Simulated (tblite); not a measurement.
Compound: C4H11NOSi.
Z-matrix (Å and degrees, GFN2-xTB geometry), rows numbered from 1:
```
C 
C   1  1.5236
C   2  1.5298  1  111.52
C   3  1.4946  2  111.85  1   -66.26
N   4  1.2493  3  122.43  2   134.27
Si  5  1.7241  4  134.64  3   176.56
O   6  1.6252  5  106.80  4   136.04
H   1  1.0876  2  110.47  3   -61.72
H   1  1.0876  2  110.60  3   178.26
H   1  1.0877  2  110.44  3    57.98
H   2  1.0921  1  109.52  3   121.03
H   2  1.0926  1  109.61  3  -120.95
H   3  1.0907  2  110.72  1    56.08
H   3  1.0947  2  109.12  1   175.13
H   4  1.1005  3  114.39  2   -46.20
H   6  1.4574  5  119.05  4    21.66
H   6  1.4633  5  103.34  4  -105.38
H   7  0.9535  6  119.58  5    38.62
```

Level: GFN2-xTB in tblite, geometry and Hessian alike; calculated harmonic values, unscaled, isolated species. Errors from tens to a few hundred cm⁻¹ against measured bands are possible. Modes of hydrogen on silicon can be 10 to 20 % off. One conformer, not necessarily the lowest.

Harmonic wavenumbers (cm⁻¹): 28.7, 63.3, 105.9, 128.6, 147.8, 213.6, 225.3, 295.6, 329.2, 391.4, 421.3, 546.9, 596.5, 742.9, 761.3, 788.0, 804.9, 825.8, 858.8, 905.2, 927.6, 937.9, 1012.8, 1079.4, 1121.0, 1140.8, 1190.1, 1248.4, 1302.1, 1342.7, 1362.4, 1416.0, 1449.7, 1492.3, 1499.9, 1505.1, 1776.1, 2241.5, 2297.0, 2798.7, 2941.8, 2967.9, 2983.4, 3002.5, 3036.0, 3037.0, 3042.2, 3674.2.

A = 4934, B = 844.0, C = 770.8 MHz; mass 117.061 u (most abundant isotopes); point group C1, symmetry number 1.

Question: Zero-point energy?

Answer: ½Σν̃ = 31504 cm⁻¹ = 376.87 kJ/mol.

Question: What is S at 350 K and 1 bar for an ideal gas of classical rigid rotors and harmonic oscillators?

Answer: Translation 171.59, rotation 123.31, vibration 150.81: S = 445.7 J/(mol K).

Question: And Cp and H(350 K) − H(0)?

Answer: Cp = 176.39 J/(mol K), of which vibrations give 143.13 (their classical limit is 48 R = 399.1); H(350 K) − H(0) = 37.98 kJ/mol without the zero-point energy, 26.34 from vibrations.

Question: What must be added to the electronic energy to get the Gibbs energy at 350 K and 1 bar?

Answer: ZPE + [H(350 K) − H(0)] − T·S = 376.87 + 37.98 − 156.00 = 258.85 kJ/mol.

Question: Which modes carry the vibrational entropy at 350 K?

Answer: 28.7 cm⁻¹: 26.09; 63.3 cm⁻¹: 19.53; 105.9 cm⁻¹: 15.29; 128.6 cm⁻¹: 13.71; 147.8 cm⁻¹: 12.58; 213.6 cm⁻¹: 9.66 J/(mol K); the other 42 give 53.94 together.

Question: Blend soft modes into free rotors: weight 1/[1 + (100 cm⁻¹/ν̃)⁴] for the oscillator and the rest for a rotor with moment μB/(μ + B), μ = h/(8π²ν), B = 10⁻⁴⁴ kg m². What vibrational entropy results?

Answer: 136.13 J/(mol K) in place of 150.81, which changes −T·S at 350 K by +5.13 kJ/mol.

Hindered rotation and anharmonicity are outside this model. Other conformers, if any are populated, would add a mixing term that is left out. The structure is chiral; the term R ln 2 for an equal mix with its mirror image is left out.
